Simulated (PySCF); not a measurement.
**1-chlorocyclohexene in a uniform electric field**

1-chlorocyclohexene, C₆H₉Cl.
Cartesian coordinates in Å at the GFN2-xTB level; atoms count from 1:
```xyz
16
C6H9Cl angstrom
Cl     2.707    1.675    0.478
C      1.202    0.841    0.221
C      0.080    1.522    0.057
C     -1.240    0.852   -0.180
C     -1.065   -0.609   -0.584
C     -0.069   -1.288    0.349
C      1.311   -0.650    0.188
H      0.077    2.601    0.103
H     -1.832    0.918    0.738
H     -1.786    1.397   -0.953
H     -2.028   -1.121   -0.548
H     -0.691   -0.662   -1.608
H     -0.405   -1.172    1.381
H     -0.007   -2.355    0.131
H      1.757   -0.952   -0.764
H      1.983   -0.986    0.981
```

Level: PBE0/def2-SVPD (PySCF); nuclei fixed, core orbitals frozen in the response. Permanent dipole (-1.909, -1.223, -0.323) D (1 au = 2.5417 D). Static polarisability (au):

```
x   99.66  3.34  6.20
y    3.34 83.13  0.80
z    6.20  0.80 64.43
```

Only the terms in μ and α are kept: μ(F) = μ + αF and ΔE = −μ·F − ½ F·αF.

**Question.** What do fields of 0.411 V/Å (0.008 au) along the six axis directions do?

**Answer.** 
```tsv
field along	induced x (D)	induced y (D)	induced z (D)	total size (D)	−μ·F (kJ/mol)	−½F·αF (kJ/mol)
+x	2.026	0.068	0.126	1.178	+15.775	-8.373
−x	-2.026	-0.068	-0.126	4.166	-15.775	-8.373
+y	0.068	1.690	0.016	1.924	+10.106	-6.984
−y	-0.068	-1.690	-0.016	3.537	-10.106	-6.984
+z	0.126	0.016	1.310	2.368	+2.669	-5.413
−z	-0.126	-0.016	-1.310	2.889	-2.669	-5.413
```

**Question.** For the field (0.0080, 0.0056, -0.0072) au, what is the induced dipole, and what angle does it make with the field?

**Answer.** αF = (1.961, 1.237, -1.042) D, at 12.4° to the field. The polarisability along this direction, F·αF/F², is 80.47 au, against a mean of 82.41 au.

**Question.** Which field along μ doubles the dipole in that direction (linear response)?

**Answer.** The polarisability along the dipole is 98.80 au, so F = 0.9010 au / 98.80 au = 0.0091 au = 0.47 V/Å; higher-order terms are ignored.

**Question.** What field makes μF equal to kT at 400 K?

**Answer.** kT = 1.2667 × 10⁻³ Eh, so F = 0.00141 au = 7.23 MV/cm.

**Question.** Induction energy −ᾱe²/2R⁴ of a unit charge at 11 Å, the molecule taken as a point?

**Answer.** R = 20.79 bohr, so the energy is −82.4/(2 × 20.79⁴) Eh = -0.579 kJ/mol. The charge–dipole term at its most favourable orientation, −μe/R², is -5.47 kJ/mol.

The structure is a single GFN2-xTB conformer in the gas phase; no vibrational or solvent corrections.
